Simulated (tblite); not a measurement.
Compound: C7H13PSi.
Atom-mapped SMILES: `[CH2:1]=[CH:2][C:3](=[CH2:4])[Si@H:5]([PH2:6])[CH:7]1[CH2:8][CH2:9]1` (hydrogens: H10, H11 on C1; H12 on C2; H13, H14 on C4; H15 on Si5; H16, H17 on P6; H18 on C7; H19, H20 on C8; H21, H22 on C9)

Geometry (GFN2-xTB, Å), atoms numbered from 1 in this order:
```xyz
22
C7H13PSi angstrom
C     -3.1014    0.6592    0.9097
C     -2.7057   -0.4007    0.2170
C     -1.3306   -0.7057   -0.1444
C     -1.0640   -1.8175   -0.8352
Si     0.0577    0.4888    0.3613
P     -0.4397    2.6145   -0.2088
C      1.6832   -0.0634   -0.4259
C      2.5170   -1.1216    0.2374
C      2.9755    0.2975    0.2491
H     -4.1398    0.8247    1.1429
H     -2.4074    1.4039    1.2667
H     -3.4441   -1.1202   -0.1203
H     -1.8443   -2.5026   -1.1338
H     -0.0619   -2.0867   -1.1204
H      0.2129    0.4855    1.8279
H      0.6617    2.8131   -1.0202
H     -1.2441    2.2731   -1.2812
H      1.7149   -0.0583   -1.5101
H      3.0456   -1.8270   -0.3872
H      2.1561   -1.5482    1.1606
H      2.9283    0.8403    1.1810
H      3.8195    0.5711   -0.3672
```

Calculated harmonic vibrations of the isolated species, GFN2-xTB (tblite), most abundant isotopes, no scaling. Against measured fundamentals such values can be off by several per cent, at times by over 20. Modes of hydrogen on phosphorus and silicon can be 10 to 20 % off. One conformer, not necessarily the lowest.

Harmonic wavenumbers (cm⁻¹): 27.2, 42.6, 83.2, 97.7, 100.9, 123.9, 128.2, 198.5, 260.4, 275.0, 337.4, 366.1, 460.1, 494.9, 559.8, 623.9, 627.4, 646.5, 663.7, 719.9, 727.0, 750.7, 809.0, 846.2, 888.9, 905.0, 928.8, 964.1, 1000.9, 1005.5, 1016.9, 1021.2, 1071.0, 1073.2, 1108.9, 1140.5, 1158.6, 1238.7, 1242.1, 1290.1, 1345.4, 1399.0, 1419.4, 1448.0, 1489.6, 1625.8, 1672.8, 2155.0, 2304.5, 2387.9, 3019.4, 3023.8, 3066.0, 3075.9, 3081.0, 3084.1, 3088.1, 3101.9, 3120.7, 3124.4.

A = 1482, B = 862.2, C = 601.1 MHz; mass 156.052 u (most abundant isotopes); point group C1, symmetry number 1.

Task: Zero-point energy?

Result: Half the sum of the wavenumbers: 37529 cm⁻¹ = 448.94 kJ/mol.

Task: Entropy at 273.15 K, 1 bar (ideal gas, RRHO, classical rotation)?

Result: Translation 170.02, rotation 126.17, vibration 160.65: S = 456.8 J/(mol K).

Task: And Cp and H(273.15 K) − H(0)?

Result: Cp = 183.20 J/(mol K), of which vibrations give 149.94 (their classical limit is 60 R = 498.9); H(273.15 K) − H(0) = 30.80 kJ/mol without the zero-point energy, 21.72 from vibrations.

Task: What must be added to the electronic energy to get the Gibbs energy at 273.15 K and 1 bar?

Result: ZPE + [H(273.15 K) − H(0)] − T·S = 448.94 + 30.80 − 124.78 = 354.96 kJ/mol.

Task: Which modes carry the vibrational entropy at 273.15 K?

Result: 27.2 cm⁻¹: 24.48; 42.6 cm⁻¹: 20.76; 83.2 cm⁻¹: 15.24; 97.7 cm⁻¹: 13.93; 100.9 cm⁻¹: 13.67; 123.9 cm⁻¹: 12.01 J/(mol K); the other 54 give 60.57 together.

Task: Blend soft modes into free rotors: weight 1/[1 + (100 cm⁻¹/ν̃)⁴] for the oscillator and the rest for a rotor with moment μB/(μ + B), μ = h/(8π²ν), B = 10⁻⁴⁴ kg m². What vibrational entropy results?

Result: 142.99 J/(mol K) in place of 160.65, which changes −T·S at 273.15 K by +4.82 kJ/mol.

Hindered rotation and anharmonicity are outside this model. Other conformers, if any are populated, would add a mixing term that is left out. The structure is chiral; the term R ln 2 for an equal mix with its mirror image is left out.
